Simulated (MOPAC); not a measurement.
MOPAC input (MNDO):

```
MNDO PRECISE GNORM=0.05 LET XYZ CHARGE=-1 GEO-OK AUX(PRECISION=9) THREADS=1
C2H7Si

C    -1.69234700 1   -0.53378700 1    0.23429200 1
C    -0.49562900 1    0.34295500 1    0.52034300 1
Si    1.06460100 1    0.14640400 1   -0.29599700 1
H    -2.33626100 1   -0.23971700 1   -0.62452400 1
H    -2.37955900 1   -0.60681300 1    1.09517800 1
H    -1.38080000 1   -1.56586600 1    0.01638800 1
H    -0.73623000 1    1.35053000 1    0.86525100 1
H     1.57419500 1   -1.28146100 1   -0.26899000 1
H     2.14229600 1    1.00053100 1    0.32530900 1
H     1.33981000 1    0.43812200 1   -1.79246100 1
```

Output:

```
 *******************************************************************************
 **                                                                           **
 **                              MOPAC v23.2.5                                **
 **                                                                           **
 *******************************************************************************
 ** MOPAC's Digital Object Identifier: https://doi.org/10.5281/zenodo.6511958 **
 **                                                                           **
 ** Please cite the open-source release paper for use of this MOPAC version:  **
 ** J. E. Moussa and J. J. P. Stewart (2026)                                  **
 ** MOPAC: An open-source semiempirical molecular orbital program             **
 ** J. Open Source Softw., 11(119), 8025, https://doi.org/10.21105/joss.08025 **
 *******************************************************************************

                              MNDO CALCULATION RESULTS

 *******************************************************************************
 *  MNDO       - The MNDO Hamiltonian to be used
 *  GEO-OK     - OVERRIDE INTERATOMIC DISTANCE AND OTHER SAFETY CHECKS
 *
 *
 *
 *                 CHARGE ON SYSTEM = -1
 *
 *
 *
 *  LET        - OVERRIDE SOME SAFETY CHECKS
 *  PRECISE    - TIGHTER CRITERIA TO BE USED
 *  XYZ        - CARTESIAN COORDINATE SYSTEM TO BE USED
 *  GNORM      - EXIT WHEN GRADIENT NORM DROPS BELOW 0.050
 *  AUX        - OUTPUT AUXILIARY INFORMATION
 *******************************************************************************
MNDO PRECISE GNORM=0.05 LET XYZ CHARGE=-1 GEO-OK AUX(PRECISION=9) THREADS=1
 C2H7Si

   ATOM   CHEMICAL          X               Y               Z
  NUMBER   SYMBOL      (ANGSTROMS)     (ANGSTROMS)     (ANGSTROMS)

     1       C         -1.69234700  *  -0.53378700  *   0.23429200  *
     2       C         -0.49562900  *   0.34295500  *   0.52034300  *
     3      Si          1.06460100  *   0.14640400  *  -0.29599700  *
     4       H         -2.33626100  *  -0.23971700  *  -0.62452400  *
     5       H         -2.37955900  *  -0.60681300  *   1.09517800  *
     6       H         -1.38080000  *  -1.56586600  *   0.01638800  *
     7       H         -0.73623000  *   1.35053000  *   0.86525100  *
     8       H          1.57419500  *  -1.28146100  *  -0.26899000  *
     9       H          2.14229600  *   1.00053100  *   0.32530900  *
    10       H          1.33981000  *   0.43812200  *  -1.79246100  *

          CARTESIAN COORDINATES

    NO.       ATOM           X           Y           Z

     1         C         -1.6923     -0.5338      0.2343
     2         C         -0.4956      0.3430      0.5203
     3        Si          1.0646      0.1464     -0.2960
     4         H         -2.3363     -0.2397     -0.6245
     5         H         -2.3796     -0.6068      1.0952
     6         H         -1.3808     -1.5659      0.0164
     7         H         -0.7362      1.3505      0.8653
     8         H          1.5742     -1.2815     -0.2690
[...]
     SCF FIELD WAS ACHIEVED

                              MNDO CALCULATION
                                                       MOPAC v23.2.5 Linux

          FINAL HEAT OF FORMATION =         -4.76249 KCAL/MOL =     -19.92627 KJ/MOL

          COSMO AREA              =        112.43 SQUARE ANGSTROMS
          COSMO VOLUME            =         99.91 CUBIC ANGSTROMS

          GRADIENT NORM           =          0.04492          =       0.01420 PER ATOM
          IONIZATION POTENTIAL    =          1.223214 EV
          HOMO LUMO ENERGIES (EV) =         -1.223  8.093
          NO. OF FILLED LEVELS    =         10
          MOLECULAR WEIGHT        =         59.1628         POINT GROUP:  Cs

          MOLECULAR DIMENSIONS (Angstroms)

            Atom       Atom       Distance
            H     9    H     5     4.67088
            H     7    H     8     3.15207
            H    10    H     8     1.93276

          SCF CALCULATIONS        =        121

   ATOM   CHEMICAL          X               Y               Z
  NUMBER   SYMBOL      (ANGSTROMS)     (ANGSTROMS)     (ANGSTROMS)

     1       C         -1.66123579  *  -0.48974915  *   0.19921171  *
     2       C         -0.48253882  *   0.33686244  *   0.37565581  *
     3      Si          1.05477679  *   0.12091549  *  -0.25010439  *
     4       H         -2.50819229  *   0.01434749  *  -0.34974876  *
     5       H         -2.13792534  *  -0.82666880  *   1.16272735  *
     6       H         -1.46448910  *  -1.42987678  *  -0.37645889  *
     7       H         -0.65775647  *   1.21330899  *   1.00490459  *
     8       H          1.73628903  *  -1.07144508  *   0.09874520  *
     9       H          1.97364791  *   1.12625767  *   0.11481473  *
    10       H          1.18115023  *   0.07296018  *  -1.66051783  *

                             CARTESIAN COORDINATES

   1    C       -1.661235794    -0.489749147     0.199211710
   2    C       -0.482538817     0.336862442     0.375655810
   3   Si        1.054776792     0.120915493    -0.250104387
   4    H       -2.508192291     0.014347489    -0.349748761
   5    H       -2.137925337    -0.826668797     1.162727351
   6    H       -1.464489102    -1.429876781    -0.376458887
   7    H       -0.657756470     1.213308990     1.004904595
   8    H        1.736289028    -1.071445081     0.098745203
   9    H        1.973647911     1.126257672     0.114814735
  10    H        1.181150233     0.072960185    -1.660517827

           Empirical Formula: C2 H7 Si  =    10 atoms

      MOLECULAR POINT GROUP   :   Cs

                  EIGENVALUES
 -28.78431 -18.30684 -12.49225  -8.76192  -8.15339  -7.14377  -6.22185  -6.11650
  -5.28323  -1.22321   8.09299   8.22267   8.68273   9.60146  10.02369  10.48344
  10.99079  12.10855  13.14643

              NET ATOMIC CHARGES AND DIPOLE CONTRIBUTIONS

  ATOM NO.   TYPE          CHARGE      No. of ELECS.   s-Pop       p-Pop
    1          C           0.271664        3.7283     1.18800     2.54033
    2          C          -1.093841        5.0938     1.26170     3.83215
    3         Si           1.634949        2.3651     0.96123     1.40382
    4          H          -0.134216        1.1342     1.13422
    5          H          -0.127879        1.1279     1.12788
    6          H          -0.102996        1.1030     1.10300
    7          H          -0.008094        1.0081     1.00809
    8          H          -0.485555        1.4856     1.48555
    9          H          -0.468684        1.4687     1.46868
   10          H          -0.485348        1.4853     1.48535
 DIPOLE           X         Y         Z       TOTAL
 POINT-CHG.     1.246    -0.454    -0.647     1.476
 HYBRID        -0.482     0.090     0.204     0.531
 SUM            0.764    -0.365    -0.443     0.955

          ATOMIC ORBITAL ELECTRON POPULATIONS

     Atom    s        px        py        pz
    1  C   1.18800   0.88311   0.84366   0.81357
    2  C   1.26170   1.11923   1.17876   1.53415
    3 Si   0.96123   0.54630   0.40964   0.44788
    4  H   1.13422
    5  H   1.12788
    6  H   1.10300
    7  H   1.00809
    8  H   1.48555
    9  H   1.46868
   10  H   1.48535

 **********************
 *                    *
 * JOB ENDED NORMALLY *
 *                    *
 **********************

 == MOPAC DONE ==
```

The dipole moment of an ion depends on the origin.

The geometry given is a B3LYP-D3(BJ)/def2-TZVP minimum.
